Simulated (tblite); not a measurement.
C6H12N2Si.
Cartesian coordinates in Å at the GFN2-xTB level; atoms count from 1:
```
atom  x, y, z in Å
C1     3.1635   -0.8391   -1.3064
C2     2.5547   -0.6454   -0.2935
C3     1.7830   -0.4166    0.8994
Si4   -0.0785   -0.5582    0.4981
N5    -0.2651   -2.1946   -0.0105
C6    -1.4535    0.0641    1.6658
C7    -1.8099    1.1126    0.6083
N8    -0.7625    0.7824   -0.3420
C9    -0.6154    1.4916   -1.5781
H10    3.7222   -1.0028   -2.1787
H11    2.0594   -1.1592    1.6475
H12    2.0256    0.5696    1.2949
H13    0.4888   -2.6568   -0.4904
H14   -1.1587   -2.5505   -0.3075
H15   -2.2553   -0.6393    1.8581
H16   -1.1506    0.5000    2.6111
H17   -2.8090    0.9747    0.1778
H18   -1.7286    2.1461    0.9630
H19   -1.5001    1.3679   -2.2156
H20   -0.4744    2.5635   -1.3967
H21    0.2554    1.1069   -2.1050
```

All values are computed: GFN2-xTB (tblite) harmonic vibrations without scaling, gas phase. The method is semi-empirical: single wavenumbers can be off by several per cent or more. One conformer, not necessarily the lowest.

Harmonic wavenumbers (cm⁻¹): 26.3, 58.9, 88.2, 111.2, 144.9, 166.9, 177.0, 198.0, 217.4, 261.6, 292.6, 313.6, 362.0, 424.9, 520.9, 607.6, 631.6, 651.3, 703.7, 738.7, 748.4, 765.8, 832.0, 905.7, 927.3, 1001.4, 1015.2, 1044.8, 1100.7, 1116.7, 1124.8, 1157.6, 1182.8, 1203.5, 1229.3, 1252.7, 1332.1, 1409.9, 1430.6, 1477.3, 1480.9, 1500.5, 1504.2, 1511.8, 2290.5, 2872.2, 2882.5, 2912.3, 2921.7, 2980.9, 2989.8, 3025.2, 3039.3, 3047.9, 3396.7, 3474.0, 3517.0.

A = 2034, B = 1031, C = 858.3 MHz; mass 140.077 u (most abundant isotopes); point group C1, symmetry number 1.

Q: What is the zero-point energy?

A: ½Σν̃ = 37152 cm⁻¹ = 444.43 kJ/mol.

Q: What is S at 298.15 K and 1 bar for an ideal gas of classical rigid rotors and harmonic oscillators?

A: Translation 170.49, rotation 123.72, vibration 166.29: S = 460.5 J/(mol K).

Q: And Cp and H(298.15 K) − H(0)?

A: Cp = 190.23 J/(mol K), of which vibrations give 156.97 (their classical limit is 57 R = 473.9); H(298.15 K) − H(0) = 35.08 kJ/mol without the zero-point energy, 25.16 from vibrations.

Q: Blend soft modes into free rotors: weight 1/[1 + (100 cm⁻¹/ν̃)⁴] for the oscillator and the rest for a rotor with moment μB/(μ + B), μ = h/(8π²ν), B = 10⁻⁴⁴ kg m². What vibrational entropy results?

A: 151.31 J/(mol K) in place of 166.29, which changes −T·S at 298.15 K by +4.47 kJ/mol.

Q: What must be added to the electronic energy to get the Gibbs energy at 298.15 K and 1 bar?

A: ZPE + [H(298.15 K) − H(0)] − T·S = 444.43 + 35.08 − 137.30 = 342.21 kJ/mol.

Q: Which modes carry the vibrational entropy at 298.15 K?

A: 26.3 cm⁻¹: 25.48; 58.9 cm⁻¹: 18.80; 88.2 cm⁻¹: 15.48; 111.2 cm⁻¹: 13.59; 144.9 cm⁻¹: 11.46; 166.9 cm⁻¹: 10.33 J/(mol K); the other 51 give 71.15 together.

Q: How do the functions run with temperature in this model?

A: 
| T (K) | S (J/(mol K)) | Cp (J/(mol K)) | H − H(0) (kJ/mol) | G − H(0) (kJ/mol) | ln q(vib) |
| --- | --- | --- | --- | --- | --- |
| 50 | 256.2 | 63.8 | 2.32 | -10.49 | 1.00 |
| 100 | 311.3 | 97.3 | 6.39 | -24.74 | 2.74 |
| 373.15 | 506.8 | 222.9 | 50.59 | -138.51 | 12.36 |
| 500 | 578.8 | 270.1 | 81.98 | -207.45 | 16.45 |
| 750 | 701.8 | 336.0 | 158.35 | -368.01 | 23.94 |
| 1000 | 804.9 | 379.9 | 248.17 | -556.70 | 30.73 |

q(vib) and H(0) count from the zero-point level.

Hindered rotation and anharmonicity are outside this model. Other conformers, if any are populated, would add a mixing term that is left out. The structure is chiral; the term R ln 2 for an equal mix with its mirror image is left out.
